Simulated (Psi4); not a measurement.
AgI, charge +1, doublet, geometry from GFN2-xTB (such geometries of metal compounds can be far from the true shape) (the multiplicity is a formal guess) (core potentials on Ag, I); Psi4 with BLYP/def2-TZVPD.

Psi4 was given this input:
```
memory 2 GB

molecule mol {
1 2
  Ag   -0.000000   -0.000000   -1.410756
  I     0.000000    0.000000    1.251047
}

set basis def2-tzvpd
set reference uks

energy('blyp')
print_variables()
```

### Question
What does Psi4 print? Leave out banner, timings and long lists.

### Answer

```
   => Loading Basis Set <=

    Name: DEF2-TZVPD
    Role: ORBITAL
    Keyword: BASIS

    !!!  WARNING: ECP capability is in beta. Please check occupations closely.  !!!

         ---------------------------------------------------------
                                   SCF
               by Justin Turney, Rob Parrish, Andy Simmonett
                          and Daniel G. A. Smith
                              UKS Reference
         ---------------------------------------------------------

  ==> Geometry <==

    Molecular point group: c2v
    Full point group: C_inf_v

    Geometry (in Angstrom), charge = 1, multiplicity = 2:

       Center              X                  Y                   Z               Mass
    ------------   -----------------  -----------------  -----------------  -----------------
         AG           0.000000000000     0.000000000000    -1.444742888016   106.905091600000
         I            0.000000000000     0.000000000000     1.217060111984   126.904471900000

  Running in c2v symmetry.

  Rotational constants: A = ************  B =      0.04100  C =      0.04100 [cm^-1]
  Rotational constants: A = ************  B =   1229.28430  C =   1229.28430 [MHz]
  Nuclear repulsion =   94.431922673559995

  Charge       = 1
  Multiplicity = 2
  Electrons    = 43
  Nalpha       = 22
  Nbeta        = 21

  ==> Algorithm <==

  SCF Algorithm Type is DF.
  DIIS enabled.
  MOM disabled.
  Fractional occupation disabled.
  Guess Type is SAD.
  Energy threshold   = 1.00e-06
  Density threshold  = 1.00e-06
  Integral threshold = 1.00e-12

  ==> Primary Basis <==

  Basis Set: DEF2-TZVPD
    Blend: DEF2-TZVPD
    Number of shells: 33
    Number of basis functions: 99
    Number of Cartesian functions: 115
    Spherical Harmonics?: true
    Max angular momentum: 3

  Core potential: DEF2-TZVPD
    Number of shells: 8
    Number of ECP primitives: 43
    Number of ECP core electrons: 56
    Max angular momentum: 3

  ==> DFT Potential <==

   => LibXC <=

    Version 7.1.2
    S. Lehtola, C. Steigemann, M. J. T. Oliveira, and M. A. L. Marques,  SoftwareX 7, 1–5 (2018) (10.1016/j.softx.2017.11.002)

   => Composite Functional: BLYP <=

    BLYP GGA Exchange-Correlation Functional

    P.J. Stephens et. al., J. Phys. Chem., 98, 11623-11627, 1994
    B. Miehlich et. al., Chem. Phys. Lett., 157(3), 200-206 1989

    Deriv               =              1
    GGA                 =           TRUE
    Meta                =          FALSE

    Exchange Hybrid     =          FALSE
    MP2 Hybrid          =          FALSE

   => Exchange Functionals <=

    1.0000     XC_GGA_X_B88

   => Correlation Functionals <=

    1.0000     XC_GGA_C_LYP

   => LibXC Density Thresholds  <==

    XC_GGA_C_LYP:  1.00E-14
    XC_GGA_X_B88:  1.00E-15

   => Molecular Quadrature <=

    Radial Scheme          =       TREUTLER
    Pruning Scheme         =           NONE
    Nuclear Scheme         =       TREUTLER

    Blocking Scheme        =         OCTREE
    BS radius alpha        =              1
    Pruning alpha          =              1
    Radial Points          =             75
    Spherical Points       =            302
    Total Points           =          43903
    Total Blocks           =            457
    Max Points             =            254
    Max Functions          =             97
    Weights Tolerance      =       1.00E-15

   => Loading Basis Set <=

    Name: (DEF2-TZVPD AUX)
    Role: JKFIT
    Keyword: DF_BASIS_SCF

  ==> Integral Setup <==

  SCF_SUBTYPE=INCORE selected. In-core MEM_DF algorithm will be used.
  Using in-core AOs.

  ==> MemDFJK: Density-Fitted J/K Matrices <==

    J tasked:                   Yes
    K tasked:                    No
    wK tasked:                   No
    Algorithm:                 Core
    Schwarz Cutoff:           1E-12
    Mask sparsity (%):       1.4080
    Fitting Condition:        1E-10

   => Auxiliary Basis Set <=

  Basis Set: (DEF2-TZVPD AUX)
    Blend: DEF2-UNIVERSAL-JKFIT
    Number of shells: 95
    Number of basis functions: 473
    Number of Cartesian functions: 693
    Spherical Harmonics?: true
    Max angular momentum: 6

  Minimum eigenvalue in the overlap matrix is 3.7083796049E-03.
  Reciprocal condition number of the overlap matrix is 8.2152164580E-04.
    Using symmetric orthogonalization.

  ==> Pre-Iterations <==

  SCF Guess: Superposition of Atomic Densities via on-the-fly atomic UHF (no occupation information).

   -------------------------
    Irrep   Nso     Nmo
   -------------------------
     A1        43      43
     A2        10      10
     B1        23      23
     B2        23      23
   -------------------------
    Total      99      99
   -------------------------

  ==> Iterations <==

                           Total Energy        Delta E     RMS |[F,P]|

   @DF-UKS iter SAD:  -442.41706633766654   -4.42417e+02   0.00000e+00
   @DF-UKS iter   1:  -442.64341956981184   -2.26353e-01   3.22959e-02 ADIIS/DIIS
    Occupation by irrep:
             A1    A2    B1    B2
    DOCC [    10,    2,    4,    5 ]
    SOCC [     0,    0,    1,    0 ]
    NA   [    10,    2,    5,    5 ]
    NB   [    10,    2,    4,    5 ]

   @DF-UKS iter   2:  -432.64519431102212    9.99823e+00   6.61902e-02 ADIIS/DIIS
    Occupation by irrep:
             A1    A2    B1    B2
    DOCC [    10,    2,    5,    4 ]
    SOCC [     0,    0,    0,    1 ]
    NA   [    10,    2,    5,    5 ]
    NB   [    10,    2,    5,    4 ]

   @DF-UKS iter   3:  -443.92862951230092   -1.12834e+01   1.83125e-02 ADIIS/DIIS
    Occupation by irrep:
             A1    A2    B1    B2
    DOCC [    10,    2,    4,    5 ]
    SOCC [     0,    0,    1,    0 ]
    NA   [    10,    2,    5,    5 ]
    NB   [    10,    2,    4,    5 ]

   @DF-UKS iter   4:  -444.24996213583449   -3.21333e-01   6.49255e-03 ADIIS/DIIS
    Occupation by irrep:
             A1    A2    B1    B2
    DOCC [    10,    2,    5,    4 ]
    SOCC [     0,    0,    0,    1 ]
[...]
    SOCC [     0,    0,    0,    1 ]
    NA   [    10,    2,    5,    5 ]
    NB   [    10,    2,    5,    4 ]

   @DF-UKS iter  70:  -444.32458531033666    2.44252e-03   2.10684e-03 ADIIS/DIIS
   @DF-UKS iter  71:  -444.32535185479935   -7.66544e-04   2.00328e-03 ADIIS/DIIS
   @DF-UKS iter  72:  -444.32527193046047    7.99243e-05   2.01450e-03 ADIIS/DIIS
   @DF-UKS iter  73:  -444.32665593099466   -1.38400e-03   1.81300e-03 ADIIS/DIIS
   @DF-UKS iter  74:  -444.32690979906567   -2.53868e-04   1.77380e-03 ADIIS/DIIS
   @DF-UKS iter  75:  -444.32683748261871    7.23164e-05   1.78511e-03 ADIIS/DIIS
   @DF-UKS iter  76:  -444.32618085188835    6.56631e-04   1.88474e-03 ADIIS/DIIS
    Occupation by irrep:
             A1    A2    B1    B2
    DOCC [    10,    2,    4,    5 ]
    SOCC [     0,    0,    1,    0 ]
    NA   [    10,    2,    5,    5 ]
    NB   [    10,    2,    4,    5 ]

   @DF-UKS iter  77:  -444.32953864678683   -3.35779e-03   1.29654e-03 ADIIS/DIIS
   @DF-UKS iter  78:  -444.29628754762348    3.32511e-02   4.49004e-03 ADIIS/DIIS
   @DF-UKS iter  79:  -444.32324954416623   -2.69620e-02   2.27600e-03 ADIIS/DIIS
   @DF-UKS iter  80:  -444.31697868313893    6.27086e-03   2.94457e-03 ADIIS/DIIS
   @DF-UKS iter  81:  -444.32042602273248   -3.44734e-03   2.59849e-03 ADIIS/DIIS
    Occupation by irrep:
             A1    A2    B1    B2
    DOCC [    10,    2,    5,    4 ]
    SOCC [     0,    0,    0,    1 ]
    NA   [    10,    2,    5,    5 ]
    NB   [    10,    2,    5,    4 ]

   @DF-UKS iter  82:  -444.32375211198536   -3.32609e-03   2.21386e-03 ADIIS/DIIS
    Occupation by irrep:
             A1    A2    B1    B2
    DOCC [    10,    2,    4,    5 ]
    SOCC [     0,    0,    1,    0 ]
    NA   [    10,    2,    5,    5 ]
    NB   [    10,    2,    4,    5 ]

   @DF-UKS iter  83:  -444.33032666371668   -6.57455e-03   1.11438e-03 ADIIS/DIIS
   @DF-UKS iter  84:  -444.32457936692629    5.74730e-03   2.10770e-03 ADIIS/DIIS
   @DF-UKS iter  85:  -444.32312058102343    1.45879e-03   2.29225e-03 ADIIS/DIIS
    Occupation by irrep:
             A1    A2    B1    B2
    DOCC [    10,    2,    5,    4 ]
    SOCC [     0,    0,    0,    1 ]
    NA   [    10,    2,    5,    5 ]
    NB   [    10,    2,    5,    4 ]

   @DF-UKS iter  86:  -444.32024109039685    2.87949e-03   2.61877e-03 ADIIS/DIIS
    Occupation by irrep:
             A1    A2    B1    B2
    DOCC [    10,    2,    4,    5 ]
    SOCC [     0,    0,    1,    0 ]
    NA   [    10,    2,    5,    5 ]
    NB   [    10,    2,    4,    5 ]

   @DF-UKS iter  87:  -444.32542668988492   -5.18560e-03   1.99278e-03 ADIIS/DIIS
   @DF-UKS iter  88:  -444.31827472479881    7.15197e-03   2.81981e-03 ADIIS/DIIS
    Occupation by irrep:
             A1    A2    B1    B2
    DOCC [    10,    2,    5,    4 ]
    SOCC [     0,    0,    0,    1 ]
    NA   [    10,    2,    5,    5 ]
    NB   [    10,    2,    5,    4 ]

   @DF-UKS iter  89:  -444.32916935597785   -1.08946e-02   1.37317e-03 ADIIS/DIIS
    Occupation by irrep:
             A1    A2    B1    B2
    DOCC [    10,    2,    4,    5 ]
    SOCC [     0,    0,    1,    0 ]
    NA   [    10,    2,    5,    5 ]
    NB   [    10,    2,    4,    5 ]

   @DF-UKS iter  90:  -444.32544973508305    3.71962e-03   1.98984e-03 ADIIS/DIIS
    Occupation by irrep:
             A1    A2    B1    B2
    DOCC [    10,    2,    5,    4 ]
    SOCC [     0,    0,    0,    1 ]
    NA   [    10,    2,    5,    5 ]
    NB   [    10,    2,    5,    4 ]

   @DF-UKS iter  91:  -444.31372128334448    1.17285e-02   3.23787e-03 ADIIS/DIIS
   @DF-UKS iter  92:  -444.33061383500598   -1.68926e-02   1.04002e-03 ADIIS/DIIS
   @DF-UKS iter  93:  -444.33039390608849    2.19929e-04   1.09720e-03 ADIIS/DIIS
    Occupation by irrep:
             A1    A2    B1    B2
    DOCC [    10,    2,    4,    5 ]
    SOCC [     0,    0,    1,    0 ]
    NA   [    10,    2,    5,    5 ]
    NB   [    10,    2,    4,    5 ]

   @DF-UKS iter  94:  -444.32966249921617    7.31407e-04   1.26949e-03 ADIIS/DIIS
   @DF-UKS iter  95:  -444.32846616578763    1.19633e-03   1.50925e-03 ADIIS/DIIS
   @DF-UKS iter  96:  -444.32759623802849    8.69928e-04   1.66194e-03 ADIIS/DIIS
   @DF-UKS iter  97:  -444.31398315655582    1.36131e-02   3.21543e-03 ADIIS/DIIS
   @DF-UKS iter  98:  -444.32599617352241   -1.20130e-02   1.91151e-03 ADIIS/DIIS
   @DF-UKS iter  99:  -444.32305664634765    2.93953e-03   2.30000e-03 ADIIS/DIIS
   @DF-UKS iter 100:  -444.31816642872167    4.89022e-03   2.83060e-03 ADIIS/DIIS

PsiException: Could not converge SCF iterations in 100 iterations.

  Failed to converge.

Traceback (most recent call last):
  File "psi4", line 375, in <module>
  File "<string>", line 23, in <module>
  File "site-packages/psi4/driver/driver.py", line 533, in energy
  File "site-packages/psi4/driver/procrouting/proc.py", line 2760, in run_scf
  File "site-packages/psi4/driver/procrouting/proc.py", line 2047, in scf_helper
  File "site-packages/psi4/driver/procrouting/scf_proc/scf_iterator.py", line 93, in scf_compute_energy
  File "site-packages/psi4/driver/procrouting/scf_proc/scf_iterator.py", line 86, in scf_compute_energy
  File "site-packages/psi4/driver/procrouting/scf_proc/scf_iterator.py", line 609, in scf_iterate

psi4.driver.p4util.exceptions.SCFConvergenceError: Could not converge SCF iterations in 100 iterations.

Printing out the relevant lines from the Psithon --> Python processed input file:
      I     0.000000    0.000000    1.251047
    ""","mol")
    core.IO.set_default_namespace("mol")
    core.set_global_option("BASIS", "def2-tzvpd")
    core.set_global_option("REFERENCE", "uks")
--> energy('blyp')
    print_variables()

!-------------------------------------------------------!
!                                                       !
!  Could not converge SCF iterations in 100 iterations. !
!                                                       !
!-------------------------------------------------------!
```

The run did not converge; its last values are not results.
